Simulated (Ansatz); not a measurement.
CH6FGeN can be A, `C[NH][GeH2][F]`, or B, `[CH3][GeH]([NH2])[F]`.

Isolated molecules relaxed with PBE0-D4/def2-TZVP in Ansatz; ΔE leaves out vibrations. CCSD(T)/CBS adds triple-zeta CCSD(T) − MP2 to the extrapolated MP2 energy (def2 sets, frozen cores). Functionals use def2-TZVPP. B3LYP here is the variant with VWN-RPA as its local correlation; programs differ in this. For Ge outer-core shells are correlated without core-valence functions, which leaves a few kJ/mol of doubt a bond. Scalar relativity is left out up to krypton. Each species was taken in one conformer, which may not be the lowest.

A:

```xyz
10

C    -0.9643    0.2309    1.0239
N    -0.4025   -0.5983   -0.0250
Ge    1.1366   -0.1648   -0.8633
F     0.9553    1.2835   -1.8358
H    -1.5350    1.0900    0.6511
H    -1.6192   -0.3616    1.6691
H    -0.1599    0.6190    1.6538
H    -1.1045   -1.0315   -0.6057
H     2.1895    0.2060    0.1854
H     1.5040   -1.2731   -1.8535
```

B:

```xyz
10

C     0.508    1.368   -0.253
Ge   -0.189   -0.213    0.610
N    -0.788   -1.398   -0.631
F     1.159   -0.886    1.512
H     0.913    2.052    0.493
H     1.308    1.089   -0.940
H    -0.280    1.873   -0.813
H    -1.293   -0.008    1.656
H    -1.202   -2.244   -0.267
H    -0.136   -1.634   -1.365
```

Q: Which isomer does CCSD(T)/CBS put lower? Give the gap. (An estimate is asked.)

A: Computed: B, by 20.4 kcal/mol.

Q: Give E(B) − E(A) in kcal/mol with ωB97M-V, BLYP-D4, CCSD(T)/def2-TZVPP, PBE0-D4, MP2/def2-TZVPP, B2PLYP, B3LYP-D4. (Best estimate.)

A: Computed: ωB97M-V -19.9, BLYP-D4 -18.4, CCSD(T)/def2-TZVPP -20.2, PBE0-D4 -19.4, MP2/def2-TZVPP -21.2, B2PLYP -19.6, B3LYP-D4 -18.8. None reverses the order clearly.

Q: Does the order hold for the free energy at 298.15 K (harmonic terms from PBE0-D4)? (Estimate.)

A: Computed: Yes: G(B) − G(A) = -20.3 kcal/mol, for one conformer each.

Largest T1 diagnostic: 0.011.

In def2-TZVPP, CCSD(T) changes the Hartree–Fock value by −1.9 kcal/mol (the triples alone add −0.1 kcal/mol) and MP2 by −2.9 kcal/mol. Leaving LDA and LC-ωPBE aside and taking each functional with its dispersion term where it has one, the values, not all of them listed here, spread over 1.9 kcal/mol, from r2SCAN0-D4 to BLYP-D4. LDA lies +0.8 kcal/mol from PBE without D4.
